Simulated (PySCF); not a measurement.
PySCF input (M06-2X/def2-TZVPD):

```python
from pyscf import gto, scf, dft

mol = gto.M(
    atom='''
    Sr    0.18626027   -0.31630097    0.11351357
    Cl    1.54378434    0.76688219   -1.84975441
    Cl   -1.96013083   -0.05985650    1.59601820
    ''',
    basis='def2-tzvpd',
    ecp='def2-tzvp',
    charge=1,
    spin=1,
    verbose=4,
)

mf = dft.UKS(mol, xc='m062x').density_fit(auxbasis='def2-universal-jkfit')
mf.grids.level = 4
mf.conv_tol = 1e-9
mf.max_cycle = 100
mf.max_memory = 1500
mf.kernel()
if not mf.converged:
    mf = mf.newton()
    mf.kernel(mf.make_rdm1())
for _ in range(2):
    mo, _, stable, _ = mf.stability(return_status=True)
    if stable:
        break
    mf.kernel(mf.make_rdm1(mo, mf.mo_occ))
mf.analyze()
```

Output:

```
ECP def2-tzvp not found for  Cl
PySCF version 2.14.0

[INPUT] verbose = 4
[INPUT] num. atoms = 3
[INPUT] num. electrons = 43
[INPUT] charge = 1
[INPUT] spin (= nelec alpha-beta = 2S) = 1
[INPUT] symmetry False subgroup None
[INPUT] Mole.unit = angstrom
[INPUT] Symbol           X                Y                Z      unit          X                Y                Z       unit  Magmom
[INPUT]  1 Sr     0.186260270000  -0.316300970000   0.113513570000 AA    0.351980898188  -0.597722206234   0.214509558722 Bohr   0.0
[INPUT]  2 Cl     1.543784340000   0.766882190000  -1.849754410000 AA    2.917329597992   1.449197308907  -3.495529232606 Bohr   0.0
[INPUT]  3 Cl    -1.960130830000  -0.059856500000   1.596018200000 AA   -3.704110437016  -0.113112391775   3.016037287821 Bohr   0.0

nuclear repulsion = 99.3293007341911
number of shells = 45
number of NR pGTOs = 197
number of NR cGTOs = 125
basis = def2-tzvpd
ecp = def2-tzvp

******** <class 'pyscf.df.df_jk.DFUKS'> ********
method = DFUKS
initial guess = minao
damping factor = 0
level_shift factor = 0
DIIS = <class 'pyscf.scf.diis.CDIIS'>
diis_start_cycle = 1
diis_space = 8
diis_damp = 0
SCF conv_tol = 1e-09
SCF conv_tol_grad = None
SCF max_cycles = 100
direct_scf = False
number electrons alpha = 22  beta = 21
XC library pyscf.dft.libxc version 7.1.2
    S. Lehtola, C. Steigemann, M. J. T. Oliveira, and M. A. L. Marques,  SoftwareX 7, 1–5 (2018)
XC functionals = m062x
    Y. Zhao and D. G. Truhlar,  Theor. Chem. Acc. 120, 215 (2008)
    Y. Zhao and D. G. Truhlar,  Theor. Chem. Acc. 120, 215 (2008)
radial grids:
    Treutler-Ahlrichs [JCP 102, 346 (1995); DOI:10.1063/1.469408] (M4) radial grids

becke partition: Becke, JCP 88, 2547 (1988); DOI:10.1063/1.454033
pruning grids: <function nwchem_prune>
grids dens level: 4
symmetrized grids: False
atomic radii adjust function: <function treutler_atomic_radii_adjust>
small_rho_cutoff = 0
Set gradient conv threshold to 3.16228e-05
tot grids = 89512
******** <class 'pyscf.df.df.DF'> ********
auxbasis = def2-universal-jkfit
init E= -949.411490118574
  alpha nocc = 22  HOMO = -0.520415948095014  LUMO = -0.258216731231659

WARN: beta  nocc = 21  HOMO -0.520689362353492 >= LUMO -0.520415948095014

WARN: HOMO -0.520415948095014 >= LUMO -0.520415948095014
[...]
  beta  nocc = 21  HOMO = -0.504944345355028  LUMO = -0.424030325817371
  HOMO = -0.504944345355  LUMO = -0.424030325817  gap/eV = 2.20178
Extra cycle  E= -950.840180919276  delta_E= 2.27e-12  |g|= 1.64e-06  |ddm|= 2.79e-06
converged SCF energy = -950.840180919276  <S^2> = 0.75990531  2S+1 = 2.0098809
uhf_internal: lowest eigs of H = [0.00289804 0.01434834 0.01884675]
<class 'pyscf.df.df_jk.DFUKS'> wavefunction is stable in the internal stability analysis
**** SCF Summaries ****
Total Energy =                        -950.840180919275781
Nuclear Repulsion Energy =              99.329300734191065
One-electron Energy =                -1511.890660712485442
Two-electron Energy =                  461.721179059018652
Two-electron Coulomb Energy =          522.298238408329894
DFT Exchange-Correlation Energy =      -60.577059349311256
HOMO-LUMO gap [eV] =                     2.201782620069003
**** MO energy ****
                             alpha | beta                alpha | beta
MO #1   energy= -102.825894664352  | -102.819680745776  occ= 1 | 1
MO #2   energy= -102.825824407747  | -102.819611791799  occ= 1 | 1
MO #3   energy= -9.98566315588311  | -9.98376441119929  occ= 1 | 1
MO #4   energy= -9.98559475168487  | -9.98369597636154  occ= 1 | 1
MO #5   energy= -7.71385062313367  | -7.70064780985085  occ= 1 | 1
MO #6   energy= -7.71378366976695  | -7.7005768203377   occ= 1 | 1
MO #7   energy= -7.70273342162362  | -7.70040349085444  occ= 1 | 1
MO #8   energy= -7.70266248375569  | -7.70033397192232  occ= 1 | 1
MO #9   energy= -7.7025240205232   | -7.69750851599246  occ= 1 | 1
MO #10  energy= -7.70245450325382  | -7.69744736613538  occ= 1 | 1
MO #11  energy= -1.92555162069912  | -1.92511160153622  occ= 1 | 1
MO #12  energy= -1.20357473148461  | -1.20102731505618  occ= 1 | 1
MO #13  energy= -1.1923293590625   | -1.19190200768027  occ= 1 | 1
MO #14  energy= -1.19138453839412  | -1.19114952937074  occ= 1 | 1
MO #15  energy= -1.08349311010776  | -1.05285109029261  occ= 1 | 1
MO #16  energy= -1.06672885237429  | -1.03693421715925  occ= 1 | 1
MO #17  energy= -0.618008399927958 | -0.574875839053607 occ= 1 | 1
MO #18  energy= -0.593083182617895 | -0.566732422202934 occ= 1 | 1
MO #19  energy= -0.578194383640743 | -0.562578562301578 occ= 1 | 1
MO #20  energy= -0.576064749832496 | -0.557897401946088 occ= 1 | 1
MO #21  energy= -0.574077741603459 | -0.504944345355028 occ= 1 | 1
MO #22  energy= -0.569632240461949 | -0.424030325817371 occ= 1 | 0
MO #23  energy= -0.230682950010345 | -0.228677638282011 occ= 0 | 0
MO #24  energy= -0.177543957331584 | -0.17655502531273  occ= 0 | 0
MO #25  energy= -0.177374685370127 | -0.176453132315496 occ= 0 | 0
MO #26  energy= -0.161137932661669 | -0.158176060442037 occ= 0 | 0
MO #27  energy= -0.155949205215041 | -0.154102993283336 occ= 0 | 0
MO #28  energy= -0.147024595558539 | -0.145642887681707 occ= 0 | 0
MO #29  energy= -0.144225451555441 | -0.139173935064274 occ= 0 | 0
MO #30  energy= -0.0987047417676477 | -0.0994849995917642 occ= 0 | 0
MO #31  energy= -0.0971918435468515 | -0.0988766549942234 occ= 0 | 0
MO #32  energy= -0.0541633385888463 | -0.0563161478829242 occ= 0 | 0
MO #33  energy= -0.0512826447201432 | -0.0521552060672826 occ= 0 | 0
MO #34  energy= -0.0503119584243776 | -0.0520487158240436 occ= 0 | 0
MO #35  energy= -0.0470181651204011 | -0.0503386121429792 occ= 0 | 0
MO #36  energy= -0.0441507429685656 | -0.047886294645329 occ= 0 | 0
MO #37  energy= -0.0390138548766649 | -0.0424230996800012 occ= 0 | 0
MO #38  energy= -0.0316637285156068 | -0.0334516034571803 occ= 0 | 0
MO #39  energy= -0.0264744547006574 | -0.0258738357623671 occ= 0 | 0
MO #40  energy= -0.0257739031123465 | -0.0237515710138192 occ= 0 | 0
MO #41  energy= -0.00590135814170517 | -0.00881702272095469 occ= 0 | 0
MO #42  energy= -0.00425386371951539 | -0.00616782869622404 occ= 0 | 0
MO #43  energy= -0.00274355494248066 | -0.00455980549819118 occ= 0 | 0
MO #44  energy= 0.000968651390262643 | 0.00177444594153645 occ= 0 | 0
MO #45  energy= 0.0192700565539022 | 0.0151554736130932 occ= 0 | 0
MO #46  energy= 0.0404805672730968 | 0.0398994493940489 occ= 0 | 0
MO #47  energy= 0.0611437569160719 | 0.0632145770828384 occ= 0 | 0
MO #48  energy= 0.0683594418727732 | 0.069229720293097  occ= 0 | 0
MO #49  energy= 0.079291352247177  | 0.0806761141742907 occ= 0 | 0
MO #50  energy= 0.0804777573531272 | 0.0818417463684354 occ= 0 | 0
MO #51  energy= 0.10610002442945   | 0.105945837264814  occ= 0 | 0
MO #52  energy= 0.127058085014886  | 0.127081971433134  occ= 0 | 0
MO #53  energy= 0.138072757756638  | 0.143510611762906  occ= 0 | 0
MO #54  energy= 0.143803130008959  | 0.145123074286923  occ= 0 | 0
MO #55  energy= 0.15466931417941   | 0.157604932821746  occ= 0 | 0
MO #56  energy= 0.162900952986523  | 0.165425077592156  occ= 0 | 0
MO #57  energy= 0.164212123770228  | 0.167297786987595  occ= 0 | 0
MO #58  energy= 0.183287662094909  | 0.182663605619888  occ= 0 | 0
MO #59  energy= 0.344090435630461  | 0.34750150869772   occ= 0 | 0
MO #60  energy= 0.351432438334378  | 0.3516291978886    occ= 0 | 0
MO #61  energy= 0.356839113574225  | 0.359717153023291  occ= 0 | 0
MO #62  energy= 0.36078521662543   | 0.361779144780129  occ= 0 | 0
MO #63  energy= 0.393350244330853  | 0.396455385380434  occ= 0 | 0
MO #64  energy= 0.399001456212398  | 0.402008603210513  occ= 0 | 0
MO #65  energy= 0.458244178925504  | 0.466654562000123  occ= 0 | 0
MO #66  energy= 0.467932352729866  | 0.473237894499633  occ= 0 | 0
MO #67  energy= 0.481221556414837  | 0.488825698589746  occ= 0 | 0
MO #68  energy= 0.48530645118287   | 0.496189404968152  occ= 0 | 0
MO #69  energy= 0.486778523227582  | 0.499085408558228  occ= 0 | 0
MO #70  energy= 0.501030508566775  | 0.508435682228592  occ= 0 | 0
MO #71  energy= 0.502125599994691  | 0.512944458704635  occ= 0 | 0
MO #72  energy= 0.514230746521708  | 0.519718534266326  occ= 0 | 0
MO #73  energy= 0.521845476308763  | 0.528845659086887  occ= 0 | 0
MO #74  energy= 0.524384910374346  | 0.529918133045613  occ= 0 | 0
MO #75  energy= 0.531559133990694  | 0.539582604295588  occ= 0 | 0
MO #76  energy= 0.531980880931591  | 0.540695117992958  occ= 0 | 0
MO #77  energy= 0.545011850262923  | 0.548322173394128  occ= 0 | 0
MO #78  energy= 0.580621012299933  | 0.583945197521784  occ= 0 | 0
MO #79  energy= 0.59515549816369   | 0.603246769913854  occ= 0 | 0
MO #80  energy= 0.672560787694766  | 0.674010595671217  occ= 0 | 0
MO #81  energy= 0.700167600619914  | 0.702249522586399  occ= 0 | 0
MO #82  energy= 0.756150238141406  | 0.761571207651069  occ= 0 | 0
MO #83  energy= 0.767871564860015  | 0.778613866938964  occ= 0 | 0
MO #84  energy= 0.929543797515093  | 0.938295710860946  occ= 0 | 0
MO #85  energy= 1.02917750387782   | 1.03552406656229   occ= 0 | 0
MO #86  energy= 1.77594950212357   | 1.78906716133473   occ= 0 | 0
MO #87  energy= 1.7776076590659    | 1.79353265196731   occ= 0 | 0
MO #88  energy= 1.77867775944497   | 1.79918611399317   occ= 0 | 0
MO #89  energy= 1.78095952793515   | 1.80128694346472   occ= 0 | 0
MO #90  energy= 1.80382145436857   | 1.81608566796812   occ= 0 | 0
MO #91  energy= 1.80671407880537   | 1.8252864412416    occ= 0 | 0
MO #92  energy= 1.81004931025287   | 1.83549733357669   occ= 0 | 0
MO #93  energy= 1.81298096974604   | 1.83578815444937   occ= 0 | 0
MO #94  energy= 1.84617296212757   | 1.86682030142682   occ= 0 | 0
MO #95  energy= 1.85781323317036   | 1.87257484574586   occ= 0 | 0
MO #96  energy= 1.92372575624041   | 1.94289727816852   occ= 0 | 0
MO #97  energy= 1.92444695910959   | 1.9432178248217    occ= 0 | 0
MO #98  energy= 1.92555037298316   | 1.94589224721791   occ= 0 | 0
MO #99  energy= 1.92714155182998   | 1.94708237982122   occ= 0 | 0
MO #100 energy= 1.93787165636618   | 1.95347552498438   occ= 0 | 0
MO #101 energy= 1.94341336091711   | 1.95368266488931   occ= 0 | 0
MO #102 energy= 1.94417337291638   | 1.95370647132587   occ= 0 | 0
MO #103 energy= 1.94502262691423   | 1.95414835892353   occ= 0 | 0
MO #104 energy= 1.95214232460189   | 1.95990738822279   occ= 0 | 0
[...]
```

This state (charge 1, doublet) is run at the relaxed geometry of the species with charge 0 and multiplicity 1.
